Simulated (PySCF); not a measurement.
C₂H₃AlBrF, SMILES C=[CH][Al]([F])[Br].

Coordinates come from a B3LYP-D3(BJ)/def2-SVP optimisation. The structure was generated by enumeration; whether it is a known compound was not checked. Other conformers were not sampled.

Two levels are set side by side: PBE/def2-TZVP (PySCF) and PBE0/def2-TZVP (PySCF). Same geometry, gas phase. Differences are taken from unrounded values.

```json
[
 {"quantity": "orbital gap (eV)", "PBE0": "6.89"},
 {"quantity": "highest occupied level (eV)", "PBE0": "-8.48"},
 {"quantity": "lowest empty level (eV)", "PBE0": "-1.59"},
 {"quantity": "dipole moment (D)", "PBE0": "2.39"},
 {"quantity": "mean polarisability (bohr³)", "PBE0": "64.4"}
]
```

Problem. What does PBE give, and how far is it from PBE0? (Estimate from the structure and the level; the computed values follow.)

Solution. 
```tsv
quantity	PBE	PBE minus PBE0
orbital gap (eV)	4.87	-2.02
highest occupied level (eV)	-7.35	1.13
lowest empty level (eV)	-2.47	-0.88
dipole moment (D)	2.31	-0.08
mean polarisability (bohr³)	67.1	2.7
```

Without exact exchange PBE keeps part of each electron's self-repulsion, which lifts occupied levels and narrows the gap. PBE's more diffuse valence density responds more strongly to a field. Differences between two approximate levels are no errors against the true value.

Rough cost on one machine, each run with all the roots and properties that it gave: PBE0 against PBE within a factor of 2.
